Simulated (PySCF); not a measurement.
A GIAO shielding run with PySCF (density fitting, non-relativistic, gas phase) on SMILES CCO[SiH2]SC, C3H10OSSi:

```
$ OMP_NUM_THREADS=1 python probes_run.py task.json out

{"job": {"kind": "nmr", "xc": "PBE0", "basis": "pcSseg-1"}, "charge": 0, "multiplicity": 1}
C     -2.576104    -0.044616     0.490053
C     -1.444506     0.483101    -0.375051
O     -0.189516     0.316530     0.223968
Si     0.537047    -1.037975     0.717953
S      2.456027    -0.379302     1.371902
C      2.962230     0.674232    -0.027051
H     -3.532497     0.184413     0.028493
H     -2.535534     0.417291     1.473105
H     -2.485690    -1.121766     0.607410
H     -1.564914     1.558730    -0.541924
H     -1.449670    -0.025465    -1.346460
H      0.676086    -1.980551    -0.392927
H     -0.065198    -1.666530     1.882253
H      3.886653     1.161200     0.264274
H      2.190722     1.413063    -0.215678
H      3.127266     0.056589    -0.904250
```

Hardware: 1 thread of an Arm Neoverse V2, shared host. The job also computes population analyses, field gradients.

Question: How large is the calculation?

Answer: 66 electrons, 166 basis functions and 908 auxiliary functions.

Question: How long does it take, and how much memory does it need?

Answer: 21 s of wall time, with 13 SCF cycles and 4 response iterations; peak memory 0.74 GiB. Times on a shared host scatter by some tens of per cent.
